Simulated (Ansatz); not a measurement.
Basis-set extrapolation for FH$_{3}$OSi$_{2}$ (`F[Si]O[SiH3]`) (PBE0-D4/def2-TZVP geometry, frozen core, the Gaussian-basis code of Ansatz). Multiplicity 1, RHF reference.

```tsv
	def2-TZVPP	def2-QZVPP
HF	-754.147836	-754.175398
MP2 correlation	-0.705014	-0.765897
CCSD(T) correlation	-0.759655	not run
```

Energies in hartree. Use E(X) = E(∞) + A·exp(−7.88·√X) for Hartree–Fock and E(X) = E(∞) + B·X^(−2.97) for correlation, with X = 3 and 4, and add CCSD(T) minus MP2 of the smaller set to the MP2 limit.

Task: What is the CCSD(T) energy at the basis-set limit?

Result: HF limit: -754.175398 + (-0.027562) × 0.13774 = -754.17919. MP2 limit: -0.765897 + (-0.060883) × 0.74074 = -0.81100. Higher-order term: -0.759655 − (-0.705014) = -0.05464. Total: -755.04483 hartree, 86.2 kcal/mol below CCSD(T)/def2-TZVPP.
